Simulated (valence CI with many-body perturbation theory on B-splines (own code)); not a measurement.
Values are calculated unless marked as measured or tabulated.
Assign the levels of Br20+

Level of theory: configuration interaction combined with many-body perturbation theory (CI+MBPT): five valence electrons over a frozen Dirac-Fock core [Ne], radial functions for each j: 11 s, 11 p, 10 d, 8 f, 5 g, 2 h, with the one-electron correlation potential Σ1, the two-electron term Σ2, the three-electron term Σ3, Breit, model QED; selected CI, second order for the rest, scaled by the run's own slope (own B-spline code, finite nucleus).

No measured spectrum was set against this ion. As an estimate, levels of excited configurations hold to 0.05 to 0.15 % of their energy, terms of the ground configuration to about 0.5 %. Among the levels kept, up to 3400 cm⁻¹ of a level comes from second order outside the variational space, and about a tenth of that is noise between levels of different J, which matters for small intervals.

```tsv
No.	J	Parity	E (eV)	g
1	3/2	odd	0.000	1.783
3	5/2	odd	12.044	1.198
4	1/2	odd	17.534	0.663
6	5/2	even	60.196	1.569
7	3/2	even	65.794	1.664
8	1/2	even	67.235	2.594
16	7/2	even	92.189	1.241
19	3/2	even	94.454	1.125
20	9/2	even	95.556	1.293
```

Energies count from the lowest level. Strongly mixed levels and levels close to another of their J and parity are left out, so the numbers can have gaps.

(1) Give configuration and LS term of each level.

Answers

(1) 1: 3s²3p³ ⁴S°; 3: 3s²3p³ ²D°; 4: 3s²3p³ ²P°; 6: 3s3p⁴ ⁴P; 7: 3s3p⁴ ⁴P; 8: 3s3p⁴ ⁴P; 16: 3s²3p²3d ⁴F; 19: 3s²3p²3d ⁴D; 20: 3s²3p²3d ⁴F.
